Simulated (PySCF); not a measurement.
(2R)-1-silyloxypropan-2-ol (C3H10O2Si), SMILES C[C@@H](O)CO[SiH3].

Geometry optimised at B3LYP-D3(BJ)/def2-SVP. Other conformers were not sampled.

All values below come from PySCF with B3LYP-D3(BJ)/def2-SVP.

Frequencies are harmonic and unscaled.

Computed vibrational spectrum:
```json
[
 {"mode": "1", "ν (cm⁻¹)": "38", "IR (km/mol)": "0.3", "moving atoms (share of kinetic energy)": "O 42 %, H 25 %, C 17 %, Si 16 %"},
 {"mode": "2", "ν (cm⁻¹)": "93", "IR (km/mol)": "1.1", "moving atoms (share of kinetic energy)": "H 77 %, O 13 %, C 9 %"},
 {"mode": "3", "ν (cm⁻¹)": "138", "IR (km/mol)": "1.6", "moving atoms (share of kinetic energy)": "O 41 %, H 30 %, C 17 %, Si 12 %"},
 {"mode": "4", "ν (cm⁻¹)": "161", "IR (km/mol)": "3.6", "moving atoms (share of kinetic energy)": "O 40 %, H 37 %, C 21 %"},
 {"mode": "5", "ν (cm⁻¹)": "236", "IR (km/mol)": "1.9", "moving atoms (share of kinetic energy)": "O 33 %, H 28 %, Si 21 %, C 18 %"},
 {"mode": "6", "ν (cm⁻¹)": "258", "IR (km/mol)": "1.0", "moving atoms (share of kinetic energy)": "H 82 %, O 11 %"},
 {"mode": "7", "ν (cm⁻¹)": "376", "IR (km/mol)": "0.2", "moving atoms (share of kinetic energy)": "H 46 %, C 37 %, O 17 %"},
 {"mode": "8", "ν (cm⁻¹)": "420", "IR (km/mol)": "29.0", "moving atoms (share of kinetic energy)": "H 66 %, C 23 %, O 10 %"},
 {"mode": "9", "ν (cm⁻¹)": "466", "IR (km/mol)": "122.9", "moving atoms (share of kinetic energy)": "H 55 %, O 30 %, C 14 %"},
 {"mode": "10", "ν (cm⁻¹)": "600", "IR (km/mol)": "5.3", "moving atoms (share of kinetic energy)": "C 45 %, H 30 %, Si 14 %, O 11 %"},
 {"mode": "11", "ν (cm⁻¹)": "716", "IR (km/mol)": "53.0", "moving atoms (share of kinetic energy)": "H 83 %, Si 9 %"},
 {"mode": "12", "ν (cm⁻¹)": "728", "IR (km/mol)": "38.2", "moving atoms (share of kinetic energy)": "H 78 %, Si 10 %, C 9 %"},
 {"mode": "13", "ν (cm⁻¹)": "821", "IR (km/mol)": "37.9", "moving atoms (share of kinetic energy)": "C 42 %, O 28 %, H 24 %"},
 {"mode": "14", "ν (cm⁻¹)": "848", "IR (km/mol)": "4.7", "moving atoms (share of kinetic energy)": "C 35 %, H 35 %, O 24 %"},
 {"mode": "15", "ν (cm⁻¹)": "932", "IR (km/mol)": "4.2", "moving atoms (share of kinetic energy)": "H 59 %, C 39 %"},
 {"mode": "16", "ν (cm⁻¹)": "942", "IR (km/mol)": "74.8", "moving atoms (share of kinetic energy)": "H 95 %"},
 {"mode": "17", "ν (cm⁻¹)": "961", "IR (km/mol)": "128.4", "moving atoms (share of kinetic energy)": "H 93 %"},
 {"mode": "18", "ν (cm⁻¹)": "977", "IR (km/mol)": "11.5", "moving atoms (share of kinetic energy)": "H 51 %, C 29 %, O 20 %"},
 {"mode": "19", "ν (cm⁻¹)": "989", "IR (km/mol)": "381.9", "moving atoms (share of kinetic energy)": "H 84 %, Si 12 %"},
 {"mode": "20", "ν (cm⁻¹)": "1042", "IR (km/mol)": "82.9", "moving atoms (share of kinetic energy)": "H 52 %, C 27 %, O 20 %"},
 {"mode": "21", "ν (cm⁻¹)": "1105", "IR (km/mol)": "97.5", "moving atoms (share of kinetic energy)": "H 42 %, C 30 %, O 27 %"},
 {"mode": "22", "ν (cm⁻¹)": "1149", "IR (km/mol)": "46.1", "moving atoms (share of kinetic energy)": "C 48 %, H 36 %, O 15 %"},
 {"mode": "23", "ν (cm⁻¹)": "1169", "IR (km/mol)": "113.6", "moving atoms (share of kinetic energy)": "C 38 %, H 36 %, O 25 %"},
 {"mode": "24", "ν (cm⁻¹)": "1269", "IR (km/mol)": "20.1", "moving atoms (share of kinetic energy)": "H 85 %, C 13 %"},
 {"mode": "25", "ν (cm⁻¹)": "1304", "IR (km/mol)": "2.6", "moving atoms (share of kinetic energy)": "H 64 %, C 33 %"},
 {"mode": "26", "ν (cm⁻¹)": "1357", "IR (km/mol)": "5.5", "moving atoms (share of kinetic energy)": "H 75 %, C 25 %"},
 {"mode": "27", "ν (cm⁻¹)": "1390", "IR (km/mol)": "11.8", "moving atoms (share of kinetic energy)": "H 65 %, C 35 %"},
 {"mode": "28", "ν (cm⁻¹)": "1403", "IR (km/mol)": "28.7", "moving atoms (share of kinetic energy)": "H 79 %, C 20 %"},
 {"mode": "29", "ν (cm⁻¹)": "1421", "IR (km/mol)": "52.4", "moving atoms (share of kinetic energy)": "H 78 %, C 17 %"},
 {"mode": "30", "ν (cm⁻¹)": "1462", "IR (km/mol)": "10.6", "moving atoms (share of kinetic energy)": "H 94 %"},
 {"mode": "31", "ν (cm⁻¹)": "1475", "IR (km/mol)": "2.7", "moving atoms (share of kinetic energy)": "H 93 %"},
 {"mode": "32", "ν (cm⁻¹)": "1483", "IR (km/mol)": "12.0", "moving atoms (share of kinetic energy)": "H 92 %"},
 {"mode": "33", "ν (cm⁻¹)": "2209", "IR (km/mol)": "147.8", "moving atoms (share of kinetic energy)": "H 96 %"},
 {"mode": "34", "ν (cm⁻¹)": "2214", "IR (km/mol)": "89.8", "moving atoms (share of kinetic energy)": "H 98 %"},
 {"mode": "35", "ν (cm⁻¹)": "2263", "IR (km/mol)": "104.4", "moving atoms (share of kinetic energy)": "H 97 %"},
 {"mode": "36", "ν (cm⁻¹)": "2994", "IR (km/mol)": "32.7", "moving atoms (share of kinetic energy)": "H 95 %"},
 {"mode": "37", "ν (cm⁻¹)": "3032", "IR (km/mol)": "11.6", "moving atoms (share of kinetic energy)": "H 97 %"},
 {"mode": "38", "ν (cm⁻¹)": "3046", "IR (km/mol)": "33.5", "moving atoms (share of kinetic energy)": "H 91 %, C 9 %"},
 {"mode": "39", "ν (cm⁻¹)": "3050", "IR (km/mol)": "43.4", "moving atoms (share of kinetic energy)": "H 91 %, C 9 %"},
 {"mode": "40", "ν (cm⁻¹)": "3115", "IR (km/mol)": "26.4", "moving atoms (share of kinetic energy)": "H 91 %, C 9 %"},
 {"mode": "41", "ν (cm⁻¹)": "3133", "IR (km/mol)": "17.5", "moving atoms (share of kinetic energy)": "H 90 %, C 10 %"},
 {"mode": "42", "ν (cm⁻¹)": "3769", "IR (km/mol)": "41.7", "moving atoms (share of kinetic energy)": "H 94 %"}
]
```
